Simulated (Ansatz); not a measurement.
Reaction (formal exchange of groups at a B–C bond): `CBCl` + `[CH3][Zn][F]` → `[F][Zn][CH2]BCl` + CH₄

Program: Ansatz. Geometries: PBE0-D4/def2-TZVP. ΔE: electronic, gas phase. CBS: MP2 limit from def2 TZ/QZ plus the TZ coupled-cluster correction, frozen cores. This one scheme is used for every species. Functionals use def2-TZVPP. B3LYP here is the variant with VWN-RPA as its local correlation; programs differ in this. For Zn outer-core shells are correlated without core-valence functions, which leaves a few kJ/mol of doubt a bond. Scalar relativity is left out up to krypton. Each species was taken in one conformer, which may not be the lowest.

```json
{"level": "PBE0-D4", "ΔE (kJ/mol)": "-33.9"}
{"level": "B3LYP-D4", "ΔE (kJ/mol)": "-32.7"}
{"level": "r2SCAN", "ΔE (kJ/mol)": "-33.2"}
{"level": "MP2/def2-TZVPP", "ΔE (kJ/mol)": "-38.3"}
{"level": "SCS-MP2/def2-TZVPP", "ΔE (kJ/mol)": "-36.2"}
{"level": "CCSD(T)/def2-TZVPP", "ΔE (kJ/mol)": "-36.3"}
{"level": "HF/CBS(def2)", "ΔE (kJ/mol)": "-31.2"}
{"level": "MP2/CBS(def2)", "ΔE (kJ/mol)": "-36.4"}
```

What does CCSD(T)/CBS give? (An estimate is asked.)

The calculation gave: -34.5 kJ/mol. The listed levels differ from it by 0.6, 1.8, 1.3, -3.8, -1.7, -1.8, 3.3, -1.9 kJ/mol.

Largest T1 diagnostic among the species: 0.016.

The D4 term adds −4.5 kJ/mol with B3LYP and −2.5 kJ/mol with PBE0; it sums over pairs of atoms, weighted by their polarisabilities, and B3LYP, whose exchange is more repulsive, gets the larger term. In def2-TZVPP, CCSD(T) changes the Hartree–Fock value by −5.0 kJ/mol (the triples alone add −1.9 kJ/mol) and MP2 by −6.9 kJ/mol.
